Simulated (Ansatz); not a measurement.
Consider the hydrogen abstraction from the In–H bond: `[F][InH2]` + `[CH3]`• → `[F][InH]`• + CH₄.

Computed with Ansatz on PBE0-D4/def2-TZVP structures; ΔE is electronic, products minus reactants. CCSD(T)/CBS is the MP2 limit (def2-TZVPP, def2-QZVPP) plus CCSD(T) − MP2 in def2-TZVPP, frozen cores. This one scheme is used for every species. Functionals use def2-TZVPP. HSE06 is defined as in plane-wave codes. No spin–orbit coupling; open shells (•) take unrestricted orbitals. Elements past krypton have def2 core potentials. For In outer-core shells are correlated without core-valence functions, which leaves a few kJ/mol of doubt a bond.

CCSD(T)/CBS gives -160.6 kJ/mol.

(1) Another level gave -168.9 kJ/mol. Which?
A. revPBE/def2-TZVPP
B. LDA (SPW92)/def2-TZVPP
C. r2SCANh/def2-TZVPP
D. HSE06-D4/def2-TZVPP

Largest T1 diagnostic among the species: 0.021.

Answers

(1) D. HSE06-D4 -168.9, r2SCANh -159.8, LDA (SPW92) -191.1, revPBE -175.4 kJ/mol.

From BLYP to BHLYP (50 % exact exchange), in def2-TZVPP and without D4, ΔE moves by +18.9 kJ/mol. Leaving LDA and LC-ωPBE aside and taking each functional with its dispersion term where it has one, the values, not all of them listed here, spread over 21.2 kJ/mol, from BLYP-D4 to r2SCAN0-D4. LDA lies −12.6 kJ/mol from PBE without D4.
